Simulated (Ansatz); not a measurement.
A nudged elastic band was laid between two geometries of H2O + H7N3Si (14 atoms, charge 0, multiplicity 1).

Method: Ansatz, RKS PBE0/6-31G*.

| Quantity | Value |
| --- | --- |
| movable images | 5 |
| climbing image | yes |
| spring | 5.0 eV/Å² |
| optimiser | quadratic models (default) |
| start path | through a guess of the saddle point |
| force threshold | 0.03 eV/Å |
| iteration limit | 60 |
| end points | relaxed |

Initial state:

```xyz
14
Properties=species:S:1:pos:R:3
Si -0.189 0.286 -0.023
H -0.506 0.404 1.432
N 1.513 0.334 -0.228
H 2.008 -0.442 0.206
H 1.865 0.510 -1.160
N -0.807 1.517 -1.071
H -1.806 1.582 -1.213
H -0.398 2.441 -1.014
N -0.922 -1.264 -0.410
H -1.784 -1.500 0.070
H -1.001 -1.508 -1.392
O 1.449 -2.507 0.787
H 0.601 -2.294 0.342
H 1.197 -2.646 1.708
```

Final state:

```xyz
14
Properties=species:S:1:pos:R:3
Si 0.040 -0.370 -0.594
H 0.774 -0.552 3.988
N 1.668 -0.003 -0.994
H 2.406 -0.634 -0.717
H 1.892 0.503 -1.837
N -0.775 1.140 -0.635
H -1.780 1.176 -0.531
H -0.328 1.939 -0.208
N -0.997 -1.384 -1.543
H -0.745 -2.356 -1.661
H -1.352 -1.007 -2.413
O 0.244 -1.211 0.834
H -0.558 -1.679 1.094
H 0.731 -0.647 3.249
```

What changes between the two ends?

Bonds broken: Si1–H2, O12–H14. Bonds formed: Si1–O12, H2–H14. H2O + H7N3Si becomes H2 + H7N3OSi.

What energy profile does the band end with?

The forces met the threshold. The highest image is number 2 of 0 to 6, 160.0 kJ/mol above the first end and 226.8 kJ/mol above the last; the last end lies 66.8 kJ/mol below the first. Neighbouring images differ by up to 1.8 eV, so the band resolves the path poorly. A vibrational analysis at the climbing image gives one clearly imaginary mode, 1263i cm⁻¹: a first-order saddle point. The orbitals stay closed-shell, which can raise the energy where a bond breaks towards radicals; this wasn't checked here.

| image | path coordinate (Å) | energy (kJ/mol) | Si1–H2 (Å) | O12–H14 (Å) | Si1–O12 (Å) |
| --- | --- | --- | --- | --- | --- |
| 0 | 0.00 | 0.0 | 1.49 | 0.97 | 3.34 |
| 1 | 2.00 | 27.5 | 1.50 | 0.97 | 3.00 |
| 2 | 4.01 | 160.0 | 1.76 | 1.26 | 1.94 |
| 3 | 5.28 | -10.0 | 2.70 | 1.96 | 1.70 |
| 4 | 6.55 | -61.5 | 3.61 | 2.30 | 1.67 |
| 5 | 7.82 | -66.6 | 4.34 | 2.55 | 1.67 |
| 6 | 9.09 | -66.8 | 4.64 | 2.53 | 1.67 |

What is the geometry of the highest image?


```xyz
14
Properties=species:S:1:pos:R:3
Si 0.107 -0.292 -0.146
H -0.169 0.180 1.526
N 1.721 0.035 -0.592
H 2.473 -0.600 -0.376
H 1.934 0.715 -1.306
N -0.658 1.190 -0.693
H -1.660 1.247 -0.548
H -0.241 2.045 -0.343
N -1.064 -1.400 -0.782
H -0.814 -2.370 -0.916
H -1.600 -1.061 -1.572
O 0.784 -1.684 1.026
H 0.131 -2.394 1.122
H 0.277 -0.698 1.634
```

Run time: 2.9 min on 2 threads of AMD EPYC 9R45 96-Core Processor (Zen 5) (shared host), peak memory 0.24 GiB.
